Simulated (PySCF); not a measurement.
Excitations are Tamm–Dancoff values on a coarser integration grid. The basis has no diffuse functions, so Rydberg states are missing or too high.

Z-matrix (Å, degrees):
```
Si
O 1 1.6331
H 2 0.9605 1 116.15
O 1 1.6346 2 106.16 3 32.19
H 4 0.9593 1 117.39 2 -171.32
O 1 1.6382 2 115.54 3 -85.69
H 6 0.9595 1 117.29 2 -67.92
S 1 2.1181 2 107.05 3 156.30
H 8 1.3394 1 93.97 2 -40.08
```
Charge 0, multiplicity 1.

Question: Estimate the S1–T1 gap (TDA), dipole moment and HOMO that ωB97X-D3(BJ)/def2-TZVP (PySCF) returns for this input.

Answer: 
The S1–T1 gap (TDA) is 0.51 eV and the dipole moment is 0.77 D. The HOMO comes out as -10.06 eV.
